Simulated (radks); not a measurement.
Question: Calculated with a radial shooting solver on a logarithmic mesh with Libxc functionals: scalar-relativistic Kohn-Sham, LDA (Slater exchange, Perdew-Wang correlation), spin-polarised, spherical densities, point nucleus; open shells are filled with parallel spins first (spin-orbit coupling, left out, can overturn this in heavy ions). Each species is in its NIST ground configuration. Rank Au4+, Cu4+, Ag4+ by Delta-SCF ionisation energy (eV), largest first.

Answer: Cu4+ 80.654, Ag4+ 67.013, Au4+ 61.382.
